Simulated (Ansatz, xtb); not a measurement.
**Two isomers of CH10N2Si2**

Structure X is `C[SiH2]N[SiH2]N`, a singlet and structure Y is `CN([SiH3])[SiH2]N`, a singlet. Both are isolated molecules in the gas phase, relaxed with PBE0-D3(BJ)/def2-SVP; each stands in its lowest conformer found.

Quicker runs give these differences E(Y) − E(X): GFN2-xTB −0.046 eV; HF/STO-3G +0.552 eV (at GFN2-xTB geometries); r2SCAN-D4/def2-SVP +0.745 eV (at GFN2-xTB geometries).

Estimate E(Y) − E(X) at the level CCSD(T)/def2-SVP + ΔMP2/def2-TZVPP.

Calculated at CCSD(T)/def2-SVP + ΔMP2/def2-TZVPP: E(Y) − E(X) = +0.865 eV, so structure X lies lower.

The same difference at several levels:

```
                             level              geometry  E(Y) − E(X) (eV)  departure from the last row (eV)  job, with rough time for the two
                          GFN2-xTB              GFN2-xTB              −0.046                            −0.911              optimisation, 0.37 s
                         HF/STO-3G              GFN2-xTB              +0.552                            −0.313              single point, 0.48 s
                r2SCAN-D4/def2-SVP              GFN2-xTB              +0.745                            −0.121               single point, 3.5 s
              PBE0-D3(BJ)/def2-SVP  PBE0-D3(BJ)/def2-SVP              +0.780                            −0.085             optimisation, 1.9 min
                       HF/def2-SVP  PBE0-D3(BJ)/def2-SVP              +0.794                            −0.072           part of the CCSD(T) run
                      MP2/def2-SVP  PBE0-D3(BJ)/def2-SVP              +0.747                            −0.118           part of the CCSD(T) run
                  CCSD(T)/def2-SVP  PBE0-D3(BJ)/def2-SVP              +0.694                            −0.172                      single point
CCSD(T)/def2-SVP + ΔMP2/def2-TZVPP  PBE0-D3(BJ)/def2-SVP              +0.865                                                  single point, 42 s
```

As drawn, Y has 1 C–N, 1 Si–H in place of 1 C–Si, 1 N–H.

GFN2-xTB puts the two in the other order. The largest departure from CCSD(T)/def2-SVP + ΔMP2/def2-TZVPP is that of GFN2-xTB, 0.911 eV. The last row adds to CCSD(T) the change of the MP2 difference between the two basis sets, here +0.172 eV, a large step that makes the value less sure.

With thermal terms from frequencies at re-optimised GFN2-xTB minima (ideal gas, soft modes damped towards free rotors, one conformer each, 298.15 K, 1 atm): the zero-point term adds −0.051 eV; ΔH is +0.814 and ΔG +0.817 eV.

The correlated steps freeze 13 core orbitals. Codes used: Ansatz 0.2.0, xtb 6.7.1; the last row on 2 threads of Intel(R) Xeon(R) Platinum 8488C (Sapphire Rapids) on a shared host.
